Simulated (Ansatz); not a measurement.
Basis-set series for BClGaHS. Total charge 0; spin multiplicity 1. The bonds changed during the relaxation, so this is another structure than the one it started from. All single points use the PBE0-D4/def2-TZVP geometry.

```
atom   x (Å)   y (Å)   z (Å)
 Cl1   1.289  -1.630  -0.823
  B2   0.275  -0.355  -0.185
  S3   0.598   0.569   1.275
 Ga4  -1.438   1.551   0.584
  H5  -0.723  -0.136  -0.851
```

```
functional       basis  functions  energy (Eh)  HOMO (eV)  LUMO (eV)
   PBE0-D4    def2-SVP         87  -2807.69489      -6.99      -1.78
   PBE0-D4  def2-TZVPP        177  -2808.26084      -7.01      -1.83
   ωB97M-V    def2-SVP         87  -2808.11584      -8.95      -0.03
   ωB97M-V  def2-TZVPP        177  -2808.67838      -9.00      -0.11
```

(1) Give the rows for def2-QZVPP. (Estimate.)

Answers

(1) Ansatz gave: 
```tsv
functional	basis	functions	energy (Eh)	HOMO (eV)	LUMO (eV)
PBE0-D4	def2-QZVPP	316	-2808.33032	-7.04	-1.88
ωB97M-V	def2-QZVPP	316	-2808.74505	-9.04	-0.25
```

Scalar relativity is left out up to krypton.
